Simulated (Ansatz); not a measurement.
Si4Ge3, relaxed as a singlet with RKS PBE-D4/def2-SVP in Ansatz, starting from the GFN1-xTB geometry. Force threshold 0.02 eV/Å.

The restricted singlet is unstable towards broken spin symmetry in Hartree–Fock (as tested in another run); at PBE-D4/def2-SVP this wasn't settled. Another isomer (singlet) lies 1.62 eV lower at PBE0-D4/def2-TZVP; other spin states weren't run for this one.

Start:

```xyz
7

Si   -0.128    1.047   -2.080
Si    0.823    0.706    0.198
Si   -1.134   -0.668   -0.905
Si   -0.355   -1.181    1.415
Ge   -2.153   -2.312    0.299
Ge    1.382    0.013    2.353
Ge    1.564    2.395   -1.280
```

| step | energy (eV) | largest force component (eV/Å) | SCF passes |
| --- | --- | --- | --- |
| 1 | -200993.1862 | 1.104 | 23 |
| 2 | -200993.3005 | 0.214 | 25 |
| 3 | -200993.3070 | 0.047 | 24 |
| 4 | -200993.3079 | 0.027 | 24 |
| 5 | -200993.3081 | 0.018 | 23 |

Force components are those of the run's own axes.

End:

```xyz
7

Si   -0.161    1.032   -2.025
Si    0.767    0.668    0.181
Si   -1.180   -0.651   -0.927
Si   -0.320   -1.134    1.361
Ge   -2.145   -2.350    0.281
Ge    1.413    0.070    2.379
Ge    1.626    2.365   -1.250
```

By distances, no bond broke or formed. The bond that changes most is Si2–Si4, from 2.54 to 2.41 Å (atoms count from 1).

No frequencies were taken in this run, so the end may be a saddle point.

Hardware: 4 threads of Arm Neoverse V2 on a shared host. Wall time 11 s.
